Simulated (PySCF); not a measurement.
Two-component Hartree-Fock for S⁴⁺ (sulfur, charge +4)

Start: [Ne] 3s2. Calculated with PySCF 2.14 in x2c-TZVPall-2c (5s6p2d1f, 40 functions): generalised Hartree-Fock with the X2C-1e Hamiltonian and a Gaussian nucleus; one run each with spin-orbit coupling (SO) switched off, then screened by Boettger's factors.

```json
{"spinor shell": "1s1/2", "electrons": "2", "ε, spin-free (eV)": "-2573.9", "ε, screened SO (eV)": "-2573.9", "weight of nominal j (screened SO)": "1.000", "rms radius, screened SO (bohr)": "0.112"}
{"spinor shell": "2s1/2", "electrons": "2", "ε, spin-free (eV)": "-306.19", "ε, screened SO (eV)": "-306.18", "weight of nominal j (screened SO)": "1.000", "rms radius, screened SO (bohr)": "0.513"}
{"spinor shell": "2p1/2", "electrons": "2", "ε, spin-free (eV)": "-241.47", "ε, screened SO (eV)": "-242.37", "weight of nominal j (screened SO)": "1.000", "rms radius, screened SO (bohr)": "0.487"}
{"spinor shell": "2p3/2", "electrons": "4", "ε, spin-free (eV)": "-241.47", "ε, screened SO (eV)": "-241.03", "weight of nominal j (screened SO)": "1.000", "rms radius, screened SO (bohr)": "0.489"}
{"spinor shell": "3s1/2", "electrons": "2", "ε, spin-free (eV)": "-71.003", "ε, screened SO (eV)": "-71.003", "weight of nominal j (screened SO)": "1.000", "rms radius, screened SO (bohr)": "1.58"}
```

```csv
quantity,spin-free,screened SO
E (hartree),-394.44173,-394.44238
M_J,0,0
⟨J²⟩,0.000,0.000
⟨L²⟩,0.000,0.000
⟨S²⟩,0.000,0.000
```

Without spin-orbit coupling the j labels of p, d and f shells carry no meaning; the spin-free column gives the mean over the occupied spinors of each nl shell.
